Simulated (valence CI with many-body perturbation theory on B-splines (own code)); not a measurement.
## Hyperfine factors and g values of Tm XXXIX

Calculated by configuration interaction combined with many-body perturbation theory (CI+MBPT): three valence electrons over a frozen Dirac-Fock core [Ar] 3d10, a basis of 11 s, 11 p, 9 d, 7 f, 5 g, 2 h, 1 i functions for each j, with the one-electron correlation potential Σ1 (screened to all orders), the two-electron term Σ2, the three-electron term Σ3, Breit, model QED; selected single and double excitations, second order for the rest (own B-spline code, finite nucleus).

The last digits are not significant, and no measured levels were compared; by estimate large intervals hold to a few tenths of a per cent, small ones and those within an open d or f shell to about a per cent.

A/g_I is the dipole constant over the nuclear g factor μ/I (μ in nuclear magnetons, uniformly magnetised nucleus), B/Q the quadrupole constant per barn. Both hold the static response of the core; the bare values leave it out. Large factors of s and p1/2 electrons are usually good to 5 to 10 %; those of open d and f shells near neutrality can be off by tens of per cent, and small factors of p3/2, d and f electrons come from cancelling terms and can be off by a factor of two or in sign, in half-filled shells by more. B is blank for J = 1/2, where it vanishes, and for nearly pure S terms. Energies count from the lowest level.

Levels are named by their leading jj configuration (3d3/2^4 stands for four electrons in 3d with j = 3/2), which in mixed levels can hold well under half, so a name can repeat and another be missing. Letters in brackets count levels of one name in rising energy.

| Level | E (Ry) | g | A/g_I (MHz) | A/g_I bare | B/Q (MHz/b) | B/Q bare |
| --- | --- | --- | --- | --- | --- | --- |
| (4s^2 4p1/2) J=1/2 | 0.000 | 0.660 | 354000 | 342000 |  |  |
| (4s^2 4p3/2) J=3/2 | 4.958 | 1.330 | 45100 | 43300 | 88400 | 85300 |
| (4s 4p1/2^2) J=1/2 | 6.190 | 2.244 | 1070000 | 1030000 |  |  |
| (4s 4p1/2 4p3/2) J=3/2 [a] | 10.315 | 1.666 | 266000 | 257000 | 71700 | 69200 |
| (4s 4p1/2 4p3/2) J=5/2 | 10.858 | 1.370 | 316000 | 305000 | 54100 | 52200 |
| (4s 4p1/2 4p3/2) J=3/2 [b] | 11.643 | 0.963 | 2710 | 2670 | 64100 | 61900 |
| (4s 4p1/2 4p3/2) J=1/2 | 11.844 | 1.212 | -347000 | -335000 |  |  |
| (4s 4p3/2^2) J=5/2 | 15.364 | 1.394 | 212000 | 205000 | 17200 | 16600 |
| (4s^2 4d3/2) J=3/2 | 15.409 | 0.851 | 7270 | 7640 | 3850 | 4010 |
| (4s^2 4d5/2) J=5/2 | 16.769 | 1.225 | 63400 | 61700 | 35800 | 34800 |
| (4s 4p3/2^2) J=1/2 | 16.804 | 1.869 | 1110000 | 1070000 |  |  |
| (4s 4p3/2^2) J=3/2 | 17.092 | 1.171 | -153000 | -147000 | -18200 | -17600 |
| (4p1/2^2 4p3/2) J=3/2 | 17.900 | 1.329 | 39600 | 38700 | 81900 | 79000 |
| (4s 4p1/2 4d3/2) J=3/2 [a] | 20.328 | 0.500 | -101000 | -96900 | 19100 | 18700 |
| (4s 4p1/2 4d3/2) J=5/2 | 20.737 | 1.052 | 278000 | 269000 | -1420 | -1090 |
| (4s 4p1/2 4d3/2) J=1/2 | 21.629 | 0.379 | -440000 | -424000 |  |  |
| (4s 4p1/2 4d3/2) J=3/2 [b] | 21.644 | 1.323 | 268000 | 260000 | 11100 | 10800 |
| (4s 4p1/2 4d5/2) J=5/2 [a] | 21.836 | 1.283 | 68600 | 67000 | 5700 | 5750 |
| (4p1/2 4p3/2^2) J=3/2 | 22.072 | 1.347 | -133000 | -127000 | -8980 | -8620 |
| (4s 4p1/2 4d5/2) J=7/2 | 22.190 | 1.252 | 208000 | 202000 | -1260 | -915 |
| (4s 4p1/2 4d5/2) J=5/2 [b] | 22.306 | 1.257 | 111000 | 108000 | 7330 | 7150 |
| (4p1/2 4p3/2^2) J=1/2 | 23.245 | 0.661 | 344000 | 331000 |  |  |
| (4p1/2 4p3/2^2) J=5/2 | 23.247 | 1.027 | 50200 | 48800 | 42800 | 41500 |
| (4s 4p1/2 4d5/2) J=3/2 | 23.490 | 1.138 | -99100 | -95100 | 26800 | 26100 |
| (4s 4p3/2 4d3/2) J=5/2 [a] | 25.834 | 1.254 | 162000 | 157000 | 26200 | 25200 |
| (4s 4p3/2 4d3/2) J=3/2 | 25.846 | 1.346 | 185000 | 179000 | -7450 | -7360 |
| (4s 4p3/2 4d3/2) J=1/2 [a] | 25.852 | 2.332 | 578000 | 558000 |  |  |
| (4s 4p3/2 4d3/2) J=7/2 | 25.971 | 1.281 | 165000 | 159000 | 70700 | 68400 |
| (4s 4p3/2 4d5/2) J=9/2 | 26.188 | 1.330 | 144000 | 140000 | 108000 | 104000 |
| (4s 4p3/2 4d3/2) J=5/2 [b] | 26.607 | 0.900 | -20400 | -19300 | 33400 | 32100 |
| (4s 4p3/2 4d5/2) J=3/2 [a] | 26.668 | 1.054 | -34700 | -32900 | -48300 | -46600 |
| (4p3/2^3) J=3/2 [a] | 26.908 | 1.193 | -26200 | -24700 | -58200 | -56200 |
| (4s 4p3/2 4d5/2) J=5/2 [a] | 26.961 | 1.346 | 220000 | 213000 | -46700 | -45000 |
| (4s 4p3/2 4d5/2) J=7/2 [a] | 27.124 | 1.217 | 65500 | 63700 | 3510 | 3160 |
| (4s 4p3/2 4d3/2) J=1/2 [b] | 27.363 | 0.591 | 105000 | 102000 |  |  |
| (4s 4p3/2 4d5/2) J=7/2 [b] | 27.474 | 1.161 | 826 | 1200 | 101000 | 97600 |
| (4p1/2^2 4d3/2) J=3/2 | 27.679 | 0.762 | 22500 | 21800 | 15000 | 14700 |
| (4s^2 4f5/2) J=5/2 | 28.092 | 1.002 | -32600 | -30900 | 9320 | 8980 |
| (4s 4p3/2 4d5/2) J=1/2 | 28.221 | 0.682 | -291000 | -279000 |  |  |
| (4s 4p3/2 4d5/2) J=3/2 [b] | 28.467 | 1.305 | 260000 | 252000 | 26800 | 26000 |

(1) Take the isotope of mass number 169, with I = 1/2, μ = -0.231 μN. What is the hyperfine structure of (4s 4p1/2 4p3/2) J=3/2 [b]?

Answers

(1) From the table A = -1250 MHz. Shifts from the centre of gravity in MHz: F = 1: 1560, F = 2: -938.
